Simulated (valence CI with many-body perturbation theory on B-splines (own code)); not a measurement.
## Forbidden lines of La⁴⁹⁺

Computed by configuration interaction combined with many-body perturbation theory (CI+MBPT): six valence electrons over a frozen Dirac-Fock core [He], a basis of 9 s, 9 p, 8 d, 6 f, 3 g, 1 h functions for each j, with the one-electron correlation potential Σ1 (screened to all orders), the two-electron term Σ2, the three-electron term Σ3, Breit, model QED; selected single and double excitations, second order for the rest, scaled by the run's own slope (own B-spline code, finite nucleus).

No measured spectrum was set against this ion. As an estimate, large intervals hold to a few tenths of a per cent, small ones and those within an open d or f shell to about a per cent. Among the levels kept, up to 2300 cm⁻¹ of a level comes from second order outside the variational space, and about a tenth of that is noise between levels of different J, which matters for small intervals.

Lines 1 to 50 of 55 in falling wavelength, among levels below 5767.1 eV, chosen from the decays that carry over 1 % of a level's rate. Wavelengths and rates use the calculated energies. Electric multipoles are in the length gauge with retardation, E1 and E2 with the static RPA response of the core. M1 uses the relativistic operator with retardation. Weak lines are less certain than strong ones. Lines between different terms over intervals too small for the method are left out, as are lines whose strength nearly cancels. The highest levels of a list are the least certain.

Levels are named by their leading jj configuration (3d3/2^4 stands for four electrons in 3d with j = 3/2), which in mixed levels can hold well under half, so a name can repeat and another be missing. Letters in brackets count levels of one name in rising energy.

```tsv
λ vac (nm)	Upper	Lower	Type	A (s⁻¹)	Branch %
30.08	(2s^2 2p1/2^2 2p3/2^2) J=0	(2s^2 2p1/2^2 2p3/2^2) J=2	E2	3.68e+01	100.0
3.219	(2s^2 2p1/2 2p3/2^3) J=1	(2s^2 2p1/2^2 2p3/2^2) J=0	M1	1.97e+08	23.9
3.020	(2s^2 2p1/2 2p3/2^2 3d5/2) J=4 [a]	(2s^2 2p1/2^2 2p3/2 3d5/2) J=4	M1	5.03e+08	1.4
2.908	(2s^2 2p1/2 2p3/2^3) J=1	(2s^2 2p1/2^2 2p3/2^2) J=2	M1	6.26e+08	76.0
2.796	(2s^2 2p1/2 2p3/2^3) J=2	(2s^2 2p1/2^2 2p3/2^2) J=2	M1	3.82e+08	99.5
2.704	(2s^2 2p3/2^4) J=0	(2s^2 2p1/2 2p3/2^3) J=1	M1	1.68e+09	85.5
0.2681	(2s^2 2p1/2^2 2p3/2 3d5/2) J=4	(2s 2p1/2^2 2p3/2^3) J=2	E2	4.80e+08	1.3
0.2462	(2s^2 2p1/2 2p3/2^2 3d5/2) J=4 [a]	(2s 2p1/2^2 2p3/2^3) J=2	E2	5.04e+08	1.4
0.2456	(2s^2 2p1/2^2 2p3/2 3p1/2) J=2	(2s^2 2p1/2^2 2p3/2^2) J=0	E2	8.91e+10	18.0
0.2453	(2s^2 2p1/2 2p3/2^2 3p1/2) J=1 [a]	(2s^2 2p1/2 2p3/2^3) J=2	E2	5.24e+10	28.9
0.2450	(2s^2 2p1/2 2p3/2^2 3p1/2) J=2 [a]	(2s^2 2p1/2 2p3/2^3) J=2	E2	6.92e+09	2.5
0.2445	(2s^2 2p1/2 2p3/2^2 3p1/2) J=1 [a]	(2s^2 2p1/2 2p3/2^3) J=1	E2	5.12e+10	28.2
0.2445	(2s^2 2p1/2 2p3/2^2 3p1/2) J=1 [a]	(2s^2 2p1/2 2p3/2^3) J=1	M1	2.51e+09	1.4
0.2442	(2s^2 2p1/2 2p3/2^2 3p1/2) J=3	(2s^2 2p1/2 2p3/2^3) J=2	E2	2.91e+11	75.2
0.2442	(2s^2 2p1/2 2p3/2^2 3p1/2) J=2 [a]	(2s^2 2p1/2 2p3/2^3) J=1	E2	2.41e+11	87.2
0.2437	(2s^2 2p1/2^2 2p3/2 3p1/2) J=1	(2s^2 2p1/2^2 2p3/2^2) J=2	E2	2.57e+11	76.0
0.2436	(2s^2 2p1/2^2 2p3/2 3p1/2) J=2	(2s^2 2p1/2^2 2p3/2^2) J=2	E2	3.42e+11	69.3
0.2434	(2s^2 2p1/2 2p3/2^2 3p1/2) J=3	(2s^2 2p1/2 2p3/2^3) J=1	E2	4.80e+10	12.4
0.2430	(2s^2 2p1/2 2p3/2^2 3p1/2) J=2 [b]	(2s^2 2p1/2 2p3/2^3) J=2	E2	1.58e+11	15.2
0.2427	(2s^2 2p1/2 2p3/2^2 3p1/2) J=1 [b]	(2s^2 2p1/2 2p3/2^3) J=2	E2	1.40e+11	32.4
0.2422	(2s^2 2p1/2 2p3/2^2 3p1/2) J=2 [b]	(2s^2 2p1/2 2p3/2^3) J=1	E2	2.51e+10	2.4
0.2419	(2s^2 2p1/2 2p3/2^2 3p1/2) J=1 [b]	(2s^2 2p1/2 2p3/2^3) J=1	E2	1.42e+11	32.9
0.2412	(2s^2 2p1/2 2p3/2^2 3p1/2) J=0	(2s^2 2p1/2 2p3/2^3) J=2	E2	2.89e+11	30.0
0.2397	(2s^2 2p1/2 2p3/2^2 3p3/2) J=3 [a]	(2s^2 2p1/2 2p3/2^3) J=2	E2	2.06e+10	1.4
0.2395	(2s^2 2p1/2 2p3/2^2 3p3/2) J=2 [a]	(2s^2 2p1/2 2p3/2^3) J=2	E2	2.01e+10	1.1
0.2394	(2s^2 2p1/2 2p3/2^2 3p3/2) J=0	(2s^2 2p1/2 2p3/2^3) J=2	E2	4.36e+10	9.7
0.2390	(2s^2 2p1/2^2 2p3/2 3p3/2) J=2	(2s^2 2p1/2^2 2p3/2^2) J=0	E2	1.04e+11	26.6
0.2389	(2s^2 2p1/2 2p3/2^2 3p3/2) J=3 [a]	(2s^2 2p1/2 2p3/2^3) J=1	E2	5.86e+10	4.0
0.2388	(2s^2 2p1/2 2p3/2^2 3p3/2) J=1 [a]	(2s^2 2p1/2 2p3/2^3) J=2	E2	8.18e+09	1.5
0.2387	(2s^2 2p1/2 2p3/2^2 3p3/2) J=2 [a]	(2s^2 2p1/2 2p3/2^3) J=1	E2	9.18e+10	5.0
0.2387	(2s^2 2p1/2 2p3/2^2 3p3/2) J=3 [b]	(2s^2 2p1/2 2p3/2^3) J=2	E2	8.70e+10	6.3
0.2385	(2s^2 2p1/2 2p3/2^2 3p3/2) J=4	(2s^2 2p1/2 2p3/2^3) J=2	E2	8.90e+10	18.2
0.2380	(2s^2 2p1/2 2p3/2^2 3p3/2) J=1 [a]	(2s^2 2p1/2 2p3/2^3) J=1	E2	7.49e+10	13.6
0.2380	(2s^2 2p1/2^2 2p3/2 3p3/2) J=3	(2s^2 2p1/2^2 2p3/2^2) J=2	E2	1.86e+11	46.2
0.2380	(2s^2 2p1/2^2 2p3/2 3p3/2) J=1	(2s^2 2p1/2^2 2p3/2^2) J=2	E2	1.96e+11	43.0
0.2379	(2s^2 2p1/2 2p3/2^2 3p3/2) J=3 [b]	(2s^2 2p1/2 2p3/2^3) J=1	E2	1.92e+10	1.4
0.2377	(2s^2 2p1/2 2p3/2^2 3p3/2) J=1 [b]	(2s^2 2p1/2 2p3/2^3) J=2	E2	1.79e+11	4.8
0.2369	(2s^2 2p1/2 2p3/2^2 3p3/2) J=1 [b]	(2s^2 2p1/2 2p3/2^3) J=1	E2	1.09e+11	2.9
0.2363	(2s^2 2p1/2^2 2p3/2 3p3/2) J=0	(2s^2 2p1/2^2 2p3/2^2) J=2	E2	5.21e+11	41.6
0.2340	(2s^2 2p1/2 2p3/2^2 3d5/2) J=4 [a]	(2s^2 2p1/2 2p3/2^3) J=2	M2	1.02e+09	2.8
0.2331	(2s^2 2p1/2 2p3/2^2 3d5/2) J=4 [b]	(2s^2 2p1/2 2p3/2^3) J=2	M2	1.19e+10	26.7
0.2326	(2s^2 2p1/2^2 2p3/2 3d5/2) J=4	(2s^2 2p1/2^2 2p3/2^2) J=2	M2	7.52e+09	19.8
0.2326	(2s^2 2p1/2^2 2p3/2 3d5/2) J=4	(2s^2 2p1/2^2 2p3/2^2) J=2	E3	5.26e+08	1.4
0.2208	(2s^2 2p1/2 2p3/2^2 3p3/2) J=3 [a]	(2s^2 2p1/2^2 2p3/2^2) J=2	E2	6.38e+10	4.4
0.2206	(2s^2 2p1/2 2p3/2^2 3p3/2) J=2 [a]	(2s^2 2p1/2^2 2p3/2^2) J=2	E2	8.52e+10	4.7
0.2205	(2s^2 2p1/2 2p3/2^2 3p3/2) J=0	(2s^2 2p1/2^2 2p3/2^2) J=2	E2	1.97e+11	43.7
0.2200	(2s^2 2p1/2 2p3/2^2 3p3/2) J=1 [a]	(2s^2 2p1/2^2 2p3/2^2) J=2	E2	1.47e+11	26.7
0.2199	(2s^2 2p1/2 2p3/2^2 3p3/2) J=3 [b]	(2s^2 2p1/2^2 2p3/2^2) J=2	E2	1.57e+11	11.4
0.2198	(2s^2 2p1/2 2p3/2^2 3p3/2) J=4	(2s^2 2p1/2^2 2p3/2^2) J=2	E2	2.36e+11	48.3
0.2196	(2s^2 2p1/2 2p3/2^2 3p3/2) J=2 [d]	(2s^2 2p1/2^2 2p3/2^2) J=0	E2	1.17e+11	1.3
```
